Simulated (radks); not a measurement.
Task: Radial electron density D(r) = 4 pi r^2 rho(r) of an atom or ion with 43 electrons. All-electron calculation, Dirac Kohn-Sham, PBE, spin-unpolarised, spherical densities, finite nucleus; Fermi nuclear charge, rms radius of each element as measured or else 0.836 A^(1/3) + 0.57 fm. Program: a radial shooting solver on a logarithmic mesh with Libxc functionals.

r (bohr),D(r) (e/bohr)
0.001909,3.344
0.00217,4.160
0.002486,5.228
0.002848,6.542
0.003263,8.148
0.003709,9.969
0.004249,12.28
0.004868,15.01
0.005533,18.01
0.006339,21.66
0.007263,25.78
0.008254,30.04
0.009457,34.88
0.01083,39.89
0.01241,44.83
0.01411,49.16
0.01616,53.10
0.01852,56.02
0.02105,57.57
0.02411,57.79
0.02763,56.62
0.0314,54.56
0.03597,51.99
0.04121,49.94
0.04722,49.38
0.05366,50.91
0.06148,54.88
0.07044,60.62
0.08006,66.31
0.09172,70.72
0.1051,71.62
0.1194,68.52
0.1368,61.80
0.1568,53.97
0.1796,48.22
0.2041,46.80
0.2339,49.57
0.2679,54.17
0.3045,56.60
0.3489,54.10
0.3997,45.90
0.4543,35.18
0.5205,24.36
0.5963,17.21
0.6832,14.55
0.7765,14.78
0.8896,15.59
1.019,15.20
1.158,13.34
1.327,10.36
1.52,7.244
1.728,4.770
1.98,2.840
2.268,1.572
2.599,0.8029
2.953,0.3907
3.384,0.1614
3.877,0.05704
4.406,0.01800
5.048,0.004248

What is the nuclear charge?

Result: Z = 45. The innermost maximum, from 1s, lies near gamma/Z bohr with gamma = sqrt(1 - (Z/c)^2) = 0.945, here 0.021 bohr (found: 0.0230), and its height grows with Z. The density is that of the rhodium ion Rh2+ in [Kr] 4d7; the configuration itself is not fixed sharply by these data, and Z only to a few units. D(r) has 4 maxima, at r = 0.0230, 0.101, 0.307, 0.926 bohr, and minima at 0.0457, 0.199, 0.711 bohr, inside which lie 2.04, 11.12, 29.07 electrons.
